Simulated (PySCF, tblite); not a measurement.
Isomers of C5H12NOP, one GFN2-xTB conformer each. Single-point energies are computed at PBE0/pcSseg-1 (PySCF, gas phase, no added dispersion term), electronic only.

| SMILES | GFN2-xTB relative energy (kJ/mol) |
| --- | --- |
| CP1(=N)CCOCC1 | 23.7 |
| CNP1CCOCC1 | 0.0 |

Conformers: `[CH3:1][P:2]1(=[NH:3])[CH2:4][CH2:5][O:6][CH2:7][CH2:8]1` with C1–P2–C4–C5 162°, P2–C4–C5–O6 -64°, C4–C5–O6–C7 69°, C5–O6–C7–C8 -69°; `[CH3:1][NH:2][P:3]1[CH2:4][CH2:5][O:6][CH2:7][CH2:8]1` with C1–N2–P3–C4 82°, N2–P3–C4–C5 151°, P3–C4–C5–O6 -65°, C4–C5–O6–C7 66°, C5–O6–C7–C8 -66°.

Problem. What does PBE0/pcSseg-1 give for the same structures?

Solution. 
```tsv
SMILES	PBE0/pcSseg-1 E (Eh)	PBE0/pcSseg-1 (kJ/mol)	GFN2-xTB (kJ/mol)	point group
CNP1CCOCC1	-668.50164	0.0	0.0	C1
CP1(=N)CCOCC1	-668.49997	4.4	23.7	Cs
```

Both levels put the same isomer lowest. Neighbours under 10 kJ/mol apart (CNP1CCOCC1 and CP1(=N)CCOCC1) can change places with a better method, another conformer or zero-point energy.

Problem. Which frontier levels, dipoles and rotational constants go with these structures?

Solution. 
| SMILES | HOMO (eV, PBE0/pcSseg-1) | LUMO (eV) | dipole (D) | A, B, C (MHz) |
| --- | --- | --- | --- | --- |
| CNP1CCOCC1 | -5.82 | 0.68 | 1.59 | 3557, 1151, 967.4 |
| CP1(=N)CCOCC1 | -6.24 | 0.94 | 2.09 | 2806, 1374, 1257 |

Problem. What happens when harmonic zero-point energies from GFN2-xTB frequencies are added?

Solution. 
| SMILES | ZPE (kJ/mol) | electronic (kJ/mol) | with ZPE (kJ/mol) |
| --- | --- | --- | --- |
| CNP1CCOCC1 | 441.8 | 0.0 | 4.0 |
| CP1(=N)CCOCC1 | 433.4 | 4.4 | 0.0 |

The zero-point energies span 8.4 kJ/mol. CP1(=N)CCOCC1 becomes the lowest.
